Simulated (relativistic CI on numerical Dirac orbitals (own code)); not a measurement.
Slater and spin-orbit integrals, Pb⁸⁺

Calculated at this level of theory: Dirac-Coulomb-Breit CI, separate exchange-only KLI orbitals for each configuration, QED by a radiative potential, unscaled Slater integrals (own radial code, finite nucleus).

Slater integrals F^k, G^k are unscaled and averaged over j, outside the closed core [Kr] 4d10 4f14 5s2; ζ comes from projecting the Hamiltonian with its Breit term on Σ l·s of the shell.

- 5p6.5d6: F^2(5d,5d) = 92434, F^4(5d,5d) = 62807, ζ(5d) = 10163 cm⁻¹; <r>(5d) = 1.144, <r^2>(5d) = 1.479 (bohr units).
- 5p6.5d5.6s: F^2(5d,5d) = 93047, F^4(5d,5d) = 63249, ζ(5d) = 10475, G^2(5d,6s) = 26194 cm⁻¹; <r>(5d) = 1.136, <r^2>(5d) = 1.458, <r>(6s) = 1.733, <r^2>(6s) = 3.33 (bohr units).
- 5p6.5d5.5f: F^2(5d,5d) = 93013, F^4(5d,5d) = 63226, ζ(5d) = 10467, F^2(5d,5f) = 64594, F^4(5d,5f) = 41006, G^1(5d,5f) = 73211, G^3(5d,5f) = 45408, G^5(5d,5f) = 32425, ζ(5f) = 401.12 cm⁻¹; <r>(5d) = 1.136, <r^2>(5d) = 1.459, <r>(5f) = 1.671, <r^2>(5f) = 3.186 (bohr units).

Question: Give the Racah parameters of the d shell in 5p6.5d6.

Answer: B = F²/49 − 5F⁴/441 = 1174 cm⁻¹ and C = 35F⁴/441 = 4985 cm⁻¹.

In this model ζ of a weakly bound d, f or g electron outside closed shells comes out too small, for d by up to a factor of two or three and at times with the wrong sign; that of an outer p electron is too small as well.

Averages of the first 10 configurations, taken without configuration mixing, which lowers the lowest level and can move excited configurations by several eV; other configurations of the list can lie among them:

| Configuration | Parity | States | Average energy above the lowest level (eV) |
| --- | --- | --- | --- |
| 5p6.5d6 | even | 210 | 7.4 |
| 5p6.5d5.6s | even | 504 | 38.4 |
| 5p6.5d5.5f | odd | 3528 | 71.0 |
| 5p5.5d7 | odd | 720 | 84.6 |
| 5p6.5d5.6p | odd | 1512 | 56.1 |
| 5p6.5d5.5g | even | 4536 | 102.5 |
| 5p6.5d4.6s.6p | odd | 2520 | 88.8 |
| 5p6.5d5.6d | even | 2520 | 78.4 |
| 5p6.5d5.7p | odd | 1512 | 93.5 |
| 5p6.5d4.6s2 | even | 210 | 72.2 |
